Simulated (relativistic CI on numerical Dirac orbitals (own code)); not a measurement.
# Slater and spin-orbit integrals, Tb37+

These numbers are calculated, not measured: Dirac-Coulomb-Breit CI, KLI orbitals optimised for each configuration, model QED, unscaled Slater integrals (own radial code, finite nucleus).

Slater integrals F^k, G^k are unscaled and averaged over j, outside the closed core [Ne]; ζ comes from projecting the Hamiltonian with its Breit term on Σ l·s of the shell.

- 3s2 3p6 3d9 4s: ζ(3d) = 112460, G^2(3d,4s) = 49878 cm⁻¹; <r>(3d) = 0.2081, <r^2>(3d) = 0.05047, <r>(4s) = 0.4665, <r^2>(4s) = 0.2446 (bohr units).
- 3s2 3p6 3d9 4p: ζ(3d) = 112480, F^2(3d,4p) = 152740, G^1(3d,4p) = 49454, G^3(3d,4p) = 50083, ζ(4p) = 281230 cm⁻¹; <r>(3d) = 0.2081, <r^2>(3d) = 0.05048, <r>(4p) = 0.4751, <r^2>(4p) = 0.2554 (bohr units).
- 3s2 3p6 3d9 4d: ζ(3d) = 112420, F^2(3d,4d) = 161920, F^4(3d,4d) = 82271, G^0(3d,4d) = 51506, G^2(3d,4d) = 65952, G^4(3d,4d) = 52169, ζ(4d) = 35580 cm⁻¹; <r>(3d) = 0.2082, <r^2>(3d) = 0.05052, <r>(4d) = 0.4705, <r^2>(4d) = 0.2531 (bohr units).

Averages of the first 10 configurations, taken without configuration mixing, which lowers the lowest level and can move excited configurations by several eV; other configurations of the list can lie among them:

| Configuration | Parity | States | Average energy above the lowest level (eV) |
| --- | --- | --- | --- |
| 3s2 3p6 3d10 | even | 1 | 0.1 |
| 3s2 3p6 3d9 4s | even | 20 | 1092.8 |
| 3s2 3p6 3d9 4p | odd | 60 | 1203.9 |
| 3s2 3p6 3d9 4d | even | 100 | 1347.7 |
| 3s2 3p5 3d10 4s | odd | 12 | 1489.7 |
| 3s2 3p6 3d9 4f | odd | 140 | 1480.6 |
| 3s2 3p5 3d10 4p | even | 36 | 1601.0 |
| 3s2 3p6 3d8 4s2 | even | 45 | 2218.2 |
| 3s2 3p6 3d8 4s 4p | odd | 540 | 2323.7 |
| 3s2 3p5 3d10 4d | odd | 60 | 1744.2 |
